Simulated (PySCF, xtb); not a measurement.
Cl2FH3OSi2, SMILES F[Si](Cl)(Cl)O[SiH3].

Geometry optimised at PBE-D3(BJ)/def2-SVP. The structure was generated by enumeration, and PubChem lists no compound with its InChIKey, so it may never have been made. One conformer was computed; it need not be the lowest.

These are PySCF 2.14.0 with IEF-PCM-B3LYP/def2-SVP values and carry that method's errors.

The values are the electrostatic part of the solvation free energy, E(continuum) − E(gas) at the gas-phase geometry, in a cavity of scaled van der Waals radii (PySCF's table); cavitation and dispersion terms are not included. In vacuum the orbital gap is 8.73 eV. The dipole moment in vacuum is 1.84 D.

Computed values in water (ε = 78.36), N,N-dimethylformamide (ε = 37.22), ethanol (ε = 24.85):
| solvent | ε | ΔG(elec) (kcal/mol) | dipole (D) | gap (eV) |
|---|---|---|---|---|
| water | 78.36 | -1.5 | 2.15 | 8.76 |
| N,N-dimethylformamide | 37.22 | -1.5 | 2.15 | 8.76 |
| ethanol | 24.85 | -1.5 | 2.14 | 8.76 |

For comparison, GFN2-xTB/ALPB(water) (xtb, at the GFN2-xTB geometry, all terms of that model) gives 0.8 kcal/mol.
